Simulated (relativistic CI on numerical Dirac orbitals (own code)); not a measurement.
Computed by Dirac-Coulomb-Breit CI, KLI orbitals optimised for each configuration, model QED, unscaled Slater integrals (own radial code, finite nucleus).

CI space (outside the closed core [Ne]): 3s, 3p, 3d, 4s, 4p, 4d, 4f, 5s, 5p, 5d, 5f, 5g, 6s, 6p, 6d, 7s, 7p. Levels of other configurations are missing.

At this charge configurations can still be misplaced by up to about 7 % of their energy. 14 of the 14 excited levels that our extract of the measured tables holds in this range could be paired (the sources list more); they are missed by 2378 cm⁻¹ on average and 4123 at most, and levels without a partner can miss by more.

Outline of the computed level scheme of Cl VII. Lowest level of each configuration: 3s ²S1/2 at 0.0000 eV; 3p ²P°1/2 at 15.2335 eV; 3d ²D3/2 at 35.9423 eV; 4s ²S1/2 at 57.1919 eV; 4p ²P°1/2 at 62.8032 eV; 4d ²D3/2 at 70.2325 eV; 4f ²F°5/2 at 71.9347 eV; 5s ²S1/2 at 79.8522 eV; 5p ²P°1/2 at 82.5160 eV.

Some strong electric-dipole decays among the lowest 15 levels: 4f ²F°7/2 → 3d ²D5/2 (3.6e+10 s⁻¹); 4f ²F°5/2 → 3d ²D3/2 (3.4e+10 s⁻¹); 4s ²S1/2 → 3p ²P°3/2 (1.3e+10 s⁻¹); 4s ²S1/2 → 3p ²P°1/2 (6.7e+09 s⁻¹); 4d ²D5/2 → 3p ²P°3/2 (6.6e+09 s⁻¹); 3d ²D5/2 → 3p ²P°3/2 (6.4e+09 s⁻¹); 5s ²S1/2 → 3p ²P°3/2 (5.8e+09 s⁻¹); 3d ²D3/2 → 3p ²P°1/2 (5.5e+09 s⁻¹).
